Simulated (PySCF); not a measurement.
Constitutional and geometric isomers with formula CH3B2N. Gas-phase values, no solvent. One relaxed conformer stands for each flexible species; it need not be the lowest. Strings in code marks are SMILES.

These are ωB97X-D3(BJ)/def2-TZVP // PBE0-D3(BJ)/def2-TZVP in PySCF 2.14.0 values and carry that method's errors. All candidates: neutral, multiplicity 1. Excitations are Tamm–Dancoff values on a coarser integration grid. The basis has no diffuse functions, so Rydberg states are missing or too high.

| Quantity | Result |
|---|---|
| HOMO–LUMO gap | 7.61 eV |
| T1 excitation (TDA) | 0.79 eV |
| HOMO | -8.54 eV |

Problem. Name which member has these values.
(A) `[H]/B=C/N=B`
(B) `B=NB=C`
(C) `B=C=BN`
(D) `BB=C=N`

Solution. D, `BB=C=N`. The others give `B=NB=C`: 8.68 eV, 2.95 eV, -8.10 eV; `[H]/B=C/N=B`: 8.67 eV, 2.18 eV, -8.15 eV; `B=C=BN`: 9.57 eV, 3.24 eV, -8.69 eV
